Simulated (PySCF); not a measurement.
C4H10OSi, SMILES C[C@@]1([SiH3])CCO1.

The structure is a stationary point at B3LYP-D3(BJ)/def2-SVP. The structure was generated by enumeration; whether it is a known compound was not checked.

Two levels are set side by side: PBE/def2-TZVP (PySCF) and PBE0/def2-TZVP (PySCF). Same geometry, gas phase. Differences are taken from unrounded values.

```tsv
quantity	PBE0
orbital gap (eV)	7.52
highest occupied level (eV)	-6.87
lowest empty level (eV)	0.64
dipole moment (D)	1.83
mean polarisability (bohr³)	77.5
```

What does PBE give, and how far is it from PBE0? (An estimate is asked for; the answer gives what the named calculation found.)


| quantity | PBE | PBE minus PBE0 |
|---|---|---|
| orbital gap (eV) | 5.27 | -2.25 |
| highest occupied level (eV) | -5.44 | 1.43 |
| lowest empty level (eV) | -0.18 | -0.82 |
| dipole moment (D) | 1.77 | -0.06 |
| mean polarisability (bohr³) | 80.7 | 3.2 |

PBE's occupied levels lie high since its potential decays too fast outside the molecule; exact exchange lowers them and widens the gap. Loosely held outer electrons make PBE densities more polarisable. Differences between two approximate levels are no errors against the true value.

Rough cost on one machine, each run with all the roots and properties that it gave: PBE0 against PBE within a factor of 2.
